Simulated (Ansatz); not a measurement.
Reactions of BH₅OSSi, SMILES `OBS[SiH3]`.

Program: Ansatz. Geometries: PBE0-D4/def2-TZVP. ΔE: electronic, gas phase. CBS: MP2 limit from def2 TZ/QZ plus the TZ coupled-cluster correction, frozen cores. This one scheme is used for every species, atoms too. Functionals use def2-TZVPP. Open shells (•) are unrestricted, without spin–orbit coupling. Spin–orbit coupling would lower the free atoms: a little for B, O, S, Si. Elements past krypton have def2 core potentials. For Te outer-core shells are correlated without core-valence functions, so the limit isn't a true one: a few kJ/mol of doubt a bond, and 10 to 20 or more in all where bonds break to atoms. Each species was taken in one conformer, which may not be the lowest.

```json
{"reaction": "`OBS[SiH3]` → `OBS` + `[SiH2]`", "CCSD(T)/CBS(def2) (kcal/mol)": "68.6"}
{"reaction": "`OBS[SiH3]` + H₂Te → `OB[TeH]` + `[SiH3]S`", "CCSD(T)/CBS(def2) (kcal/mol)": "?"}
{"reaction": "`OBS[SiH3]` + `CF` → `OBCF` + `[SiH3]S`", "CCSD(T)/CBS(def2) (kcal/mol)": "?"}
{"reaction": "`OBS[SiH3]` + `[BH2][AlH][O][SiH3]` → `[BH2][Al]([SiH3])[O][SiH3]` + `OBS`", "CCSD(T)/CBS(def2) (kcal/mol)": "10.3"}
{"reaction": "`OBS[SiH3]` + `N[SiH3]` → `OBN[SiH3]` + `[SiH3]S`", "CCSD(T)/CBS(def2) (kcal/mol)": "-12.1"}
{"reaction": "`OBS[SiH3]` + `CC` → `CCBS[SiH3]` + H₂O", "CCSD(T)/CBS(def2) (kcal/mol)": "?"}
{"reaction": "`OBS[SiH3]` + `C=C(N)S` → `C=C(N)SBO` + `[SiH3]S`", "CCSD(T)/CBS(def2) (kcal/mol)": "-6.1"}
{"reaction": "`OBS[SiH3]` + `F[CH]([AlH2])[SiH3]` → `F[CH]([AlH2])[SiH2][SiH3]` + `OBS`", "CCSD(T)/CBS(def2) (kcal/mol)": "11.6"}
{"reaction": "`OBS[SiH3]` → B• + 5 H• + O• + S• + Si•", "CCSD(T)/CBS(def2) (kcal/mol)": "745.0"}
```

(1) Fill in the missing values. (Estimate.)

Largest T1 diagnostic: 0.014, for `[SiH2]`.

Answers

(1) Computed: `OBS[SiH3]` + H₂Te → `OB[TeH]` + `[SiH3]S`: +4.3 kcal/mol; `OBS[SiH3]` + `CF` → `OBCF` + `[SiH3]S`: +17.2 kcal/mol; `OBS[SiH3]` + `CC` → `CCBS[SiH3]` + H₂O: +27.9 kcal/mol.
